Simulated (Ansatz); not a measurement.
Compare A (`O[SiH]1BO1`) with its isomer B (`OB1O[SiH2]1`).

Calculated with Ansatz (gas phase, PBE0-D4/def2-TZVP geometries, no zero-point term in ΔE). CCSD(T)/CBS adds triple-zeta CCSD(T) − MP2 to the extrapolated MP2 energy (def2 sets, frozen cores). DFT in def2-TZVPP. B3LYP here is the variant with VWN-RPA as its local correlation; programs differ in this. One conformer a species, not always the lowest.

(1) Which isomer does CCSD(T)/CBS put lower? Give the gap. (Estimate.)

(2) Give E(B) − E(A) in kcal/mol with CCSD/def2-TZVPP, B3LYP-D4, PBE-D4, CCSD(T)/def2-TZVPP, r2SCAN-D4, BLYP-D4, ωB97M-V. (An estimate is asked.)

(3) Does the order hold for the free energy at 298.15 K (harmonic terms from PBE0-D4)? (Best estimate.)

Largest T1 diagnostic: 0.016.

Answers

(1) Ansatz gave: B, by 4.8 kcal/mol.

(2) The calculation gave: CCSD/def2-TZVPP -5.5, B3LYP-D4 -6.3, PBE-D4 -7.7, CCSD(T)/def2-TZVPP -5.7, r2SCAN-D4 -6.7, BLYP-D4 -6.6, ωB97M-V -5.7. None reverses the order clearly.

(3) Ansatz gave: Yes: G(B) − G(A) = -4.5 kcal/mol, for one conformer each.

From BLYP to BHLYP (50 % exact exchange), in def2-TZVPP and without D4, E(B) − E(A) moves by +0.9 kcal/mol. At CCSD(T), def2-SVP lies −8.3 kcal/mol from the extrapolated value and def2-TZVPP −0.9 kcal/mol.
